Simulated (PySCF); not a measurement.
C3H4BrF. Atoms are numbered in the order given.

```xyz
9

F     -1.5258     1.0419     0.0000
C     -0.2059     0.7464     0.0000
Br     0.0845    -1.1677     0.0000
C      0.7036     1.6381     0.7653
C      0.7036     1.6381    -0.7653
H      1.5557     1.1958     1.2859
H      0.2281     2.4824     1.2725
H      1.5557     1.1958    -1.2859
H      0.2281     2.4824    -1.2725
```
Charge 0, spin multiplicity 1.

The structure is a stationary point at B3LYP-D3(BJ)/def2-SVP.

The numbers are results of PBE0/def2-TZVP (PySCF), not measurements.

Atomic charges (e):

```tsv
atom	IAO	Mulliken	Löwdin
F1	-0.28	-0.18	0.17
C2	0.25	0.28	-0.61
Br3	-0.04	-0.11	0.30
C4	-0.31	-0.29	-0.21
C5	-0.31	-0.29	-0.21
H6	0.17	0.14	0.14
H7	0.17	0.14	0.14
H8	0.17	0.14	0.14
H9	0.17	0.14	0.14
```

Computed Mayer and Wiberg (Löwdin basis) orders of the bonds:
| bond | Mayer | Wiberg |
|---|---|---|
| F1–C2 | 1.08 | 1.71 |
| C2–Br3 | 1.04 | 1.53 |
| C2–C4 | 0.99 | 1.27 |
| C2–C5 | 0.99 | 1.27 |
| C4–C5 | 0.97 | 1.25 |
| C4–H6 | 0.94 | 0.87 |
| C4–H7 | 0.94 | 0.86 |
| C5–H8 | 0.94 | 0.87 |
| C5–H9 | 0.94 | 0.86 |
